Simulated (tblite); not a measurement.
C8H10P (charge +1).
SMILES: `C[P+]12C=CC(C=C1)C=C2`

Calculated harmonic vibrations of the isolated species, GFN2-xTB (tblite), most abundant isotopes, no scaling. The method is semi-empirical: single wavenumbers can be off by several per cent or more.

Harmonic wavenumbers (cm⁻¹): 116.9, 171.1, 171.2, 324.7, 325.0, 372.6, 391.1, 427.0, 427.1, 578.8, 578.9, 660.9, 697.3, 735.4, 736.1, 771.9, 772.6, 839.7, 853.4, 856.9, 857.4, 872.0, 887.6, 888.1, 904.7, 977.4, 977.6, 1084.0, 1094.2, 1094.5, 1215.8, 1216.1, 1243.3, 1243.6, 1243.8, 1299.7, 1378.0, 1378.5, 1591.0, 1591.1, 1650.1, 2982.9, 2989.1, 2989.7, 3028.0, 3097.6, 3098.2, 3100.0, 3112.4, 3112.5, 3114.4.

A = 2528, B = 1409, C = 1409 MHz; mass 137.052 u (most abundant isotopes); point group C3v, symmetry number 3.

Task: Zero-point energy?

Result: ½Σν̃ = 33061 cm⁻¹ = 94.53 kcal/mol.

Task: Entropy at 273.15 K, 1 bar (ideal gas, RRHO, classical rotation)?

Result: Translation 40.25, rotation 26.11, vibration 16.53: S = 82.9 cal/(mol K).

Task: And Cp and H(273.15 K) − H(0)?

Result: Cp = 33.85 cal/(mol K), of which vibrations give 25.90 (their classical limit is 51 R = 101.3); H(273.15 K) − H(0) = 5.02 kcal/mol without the zero-point energy, 2.85 from vibrations.

Task: How do the functions run with temperature in this model?

Result: 
```json
{"T (K)": "50", "S (cal/(mol K))": "53.3", "Cp (cal/(mol K))": "9.5", "H − H(0) (kcal/mol)": "0.42", "G − H(0) (kcal/mol)": "-2.25", "ln q(vib)": "0.05"}
{"T (K)": "100", "S (cal/(mol K))": "61.2", "Cp (cal/(mol K))": "13.7", "H − H(0) (kcal/mol)": "1.00", "G − H(0) (kcal/mol)": "-5.12", "ln q(vib)": "0.42"}
{"T (K)": "298.15", "S (cal/(mol K))": "86.0", "Cp (cal/(mol K))": "37.0", "H − H(0) (kcal/mol)": "5.90", "G − H(0) (kcal/mol)": "-19.73", "ln q(vib)": "3.56"}
{"T (K)": "373.15", "S (cal/(mol K))": "95.3", "Cp (cal/(mol K))": "45.9", "H − H(0) (kcal/mol)": "9.02", "G − H(0) (kcal/mol)": "-26.53", "ln q(vib)": "5.14"}
{"T (K)": "500", "S (cal/(mol K))": "110.5", "Cp (cal/(mol K))": "58.0", "H − H(0) (kcal/mol)": "15.65", "G − H(0) (kcal/mol)": "-39.59", "ln q(vib)": "8.03"}
{"T (K)": "750", "S (cal/(mol K))": "137.2", "Cp (cal/(mol K))": "73.5", "H − H(0) (kcal/mol)": "32.26", "G − H(0) (kcal/mol)": "-70.64", "ln q(vib)": "13.97"}
{"T (K)": "1000", "S (cal/(mol K))": "159.8", "Cp (cal/(mol K))": "83.2", "H − H(0) (kcal/mol)": "51.93", "G − H(0) (kcal/mol)": "-107.84", "ln q(vib)": "19.69"}
```

q(vib) and H(0) count from the zero-point level.

Task: Which modes carry the vibrational entropy at 273.15 K?

Result: 116.9 cm⁻¹: 2.98; 171.1 cm⁻¹: 2.26; 171.2 cm⁻¹: 2.26; 324.7 cm⁻¹: 1.15; 325.0 cm⁻¹: 1.15; 372.6 cm⁻¹: 0.94 cal/(mol K); the other 45 give 5.80 together.

Task: What must be added to the electronic energy to get the Gibbs energy at 273.15 K and 1 bar?

Result: ZPE + [H(273.15 K) − H(0)] − T·S = 94.53 + 5.02 − 22.64 = 76.91 kcal/mol.

Hindered rotation and anharmonicity are outside this model.
